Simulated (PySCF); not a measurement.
Si(H)(Br)(Me)2 (C2H7BrSi), SMILES C[SiH](C)Br. Atoms are numbered in the order given.

```xyz
11

Si     0.9135    -0.4292     0.0000
C      1.6692     0.2837     1.5533
C      1.6692     0.2837    -1.5533
Br    -1.2801     0.0553     0.0000
H      1.0115    -1.9186     0.0000
H      2.7442     0.0446     1.5970
H      1.1859    -0.1291     2.4511
H      1.5555     1.3782     1.5725
H      1.1859    -0.1291    -2.4511
H      2.7442     0.0446    -1.5970
H      1.5555     1.3782    -1.5725
```

The structure is a stationary point at PBE0-D3(BJ)/def2-SVP.

Calculation: PBE0-D3(BJ)/def2-SVP in PySCF.

Frequencies are harmonic and unscaled.

Question: Give all harmonic wavenumbers and intensities. (An estimate is asked for; the answer gives what the named calculation found.)

Answer: 
```tsv
mode	ν (cm⁻¹)	IR (km/mol)	moving atoms (share of kinetic energy)
1	162	0.1	H 93 %
2	169	1.6	C 39 %, H 32 %, Si 17 %, Br 11 %
3	170	0.1	H 80 %, C 12 %
4	183	0.1	H 51 %, C 36 %, Br 11 %
5	230	2.1	Si 35 %, H 34 %, C 28 %
6	404	39.7	Si 58 %, Br 26 %, H 10 %
7	619	7.1	H 94 %
8	663	6.7	C 47 %, H 39 %, Si 14 %
9	702	1.0	H 61 %, C 31 %, Si 8 %
10	710	30.5	H 76 %, C 14 %, Si 10 %
11	780	36.5	H 42 %, C 30 %, Si 28 %
12	858	81.0	H 66 %, C 23 %, Si 11 %
13	887	197.6	H 75 %, C 15 %, Si 10 %
14	907	114.2	H 80 %, C 11 %, Si 10 %
15	1261	41.9	H 77 %, C 23 %
16	1266	16.4	H 79 %, C 21 %
17	1418	2.5	H 96 %
18	1422	0.6	H 95 %
19	1426	6.7	H 96 %
20	1435	8.4	H 96 %
21	2237	120.1	H 97 %
22	3057	0.4	H 97 %
23	3058	1.9	H 97 %
24	3162	0.0	H 91 %, C 9 %
25	3163	3.0	H 91 %, C 9 %
26	3176	0.8	H 91 %, C 9 %
27	3176	0.3	H 91 %, C 9 %
```
